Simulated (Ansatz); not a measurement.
C2H4AlO, SMILES `C=[CH][Al-][OH]` (excited triplet; C–C–Al–O torsion -1°, C–Al–O–H torsion -105°) (charge -1, multiplicity 3). This triplet is an excited state, 1.09 eV above the relaxed singlet at the level B3LYP/aug-cc-pVTZ // PBE0-D3(BJ)/def2-TZVPD (Ansatz, an electronic-structure program).

Computed with PBE0/aug-cc-pVTZ // PBE0-D3(BJ)/def2-TZVPD (Ansatz).

Ansatz 0.2 input:
```yaml
crystal:
  periodic: [false, false, false]
  atoms:
    - { symbol: C, position_ang: [-1.325559, -0.503107, 0.049364] }
    - { symbol: C, position_ang: [-0.659827, 0.638954, -0.265135] }
    - { symbol: Al, position_ang: [1.253097, 0.955176, -0.393686] }
    - { symbol: O, position_ang: [2.399398, -0.349439, -0.050927] }
    - { symbol: H, position_ang: [-0.799317, -1.423676, 0.294087] }
    - { symbol: H, position_ang: [-2.414855, -0.563268, 0.071126] }
    - { symbol: H, position_ang: [-1.293146, 1.501768, -0.498191] }
    - { symbol: H, position_ang: [2.840208, -0.256408, 0.793366] }
basis:
  gaussian: { orbitals: aug-cc-pVTZ }
hamiltonian:
  xc: pbe0
total_charge: -1
magnetization:
  spin_polarized: true
  initial_magnetization: 2
```

Output:

```
Functional definition: PBE0
1224 factors; their error is unknown
mean field evaluation 1: about -10766.8131 eV, gradient 4.2e1 eV
mean field evaluation 2: about -10682.6131 eV, gradient 1.0e2 eV
mean field evaluation 4: about -10775.8734 eV, gradient 1.5e1 eV
mean field evaluation 8: about -10776.8486 eV, gradient 3.9e-1 eV
mean field evaluation 16: about -10776.8578 eV, gradient 6.9e-4 eV
mean field evaluation 32: about -10776.1421 eV, gradient 4.7e0 eV
mean field -10776.85780734 eV, -396.0422196031 hartree, gradient 2.5e-5 eV, S^2 2.007661; 8 other end points of the search recorded, 0 dependent functions left out
reference -10776.85787382 eV, -396.0422220462 hartree; 20, 18 occupied and 260, 262 virtual orbitals, 1224 factors
Total energy: -10776.85787382 eV, -396.0422220462 hartree
```
